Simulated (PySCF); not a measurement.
**How exact exchange moves a shielding**

Molecule: SMILES C/C=N/[SiH2]O, C2H7NOSi.

Structure with atom numbers: `[CH3:1]/[CH:2]=[N:3]/[SiH2:4][OH:5]`. Each H is labelled by its parent atom.

GIAO shieldings (ppm, equivalent atoms averaged) in PySCF on the PBE0-D3(BJ)/def2-SVP geometry, basis pcSseg-2, gas phase, non-relativistic:

| functional | exact exchange (%) | σ(C1) | σ(Si4) | σ(O5) |
| --- | --- | --- | --- | --- |
| BLYP | 0 | 141.9 | 338.1 | 279.3 |
| BP86 | 0 | 146.2 | 344.4 | 282.5 |
| PBE | 0 | 146.4 | 344.2 | 282.4 |
| B3LYP | 20 | 146.7 | 351.8 | 285.1 |
| PBE0 | 25 | 151.9 | 361.9 | 289.3 |
| BHandHLYP | 50 | 152.8 | 373.0 | 291.7 |
| HF | 100 | 161.7 | 412.5 | 300.5 |

Problem. Fit each shielding as a line in the percentage of exact exchange.

Solution. σ(C1) = 145.0 + 0.17 x (rms 1.8 ppm); σ(Si4) = 341.5 + 0.69 x (rms 3.0 ppm); σ(O5) = 281.9 + 0.19 x (rms 1.5 ppm). The functionals also differ in their semilocal parts, which the line can't hold; Hartree–Fock has no correlation at all.

Problem. What does the line predict for mPW1PW91 (25 %), and what does the run give?

Solution. σ(C1): 149.2 predicted, 151.3 computed; σ(Si4): 358.8 predicted, 361.7 computed; σ(O5): 286.6 predicted, 289.2 computed ppm.
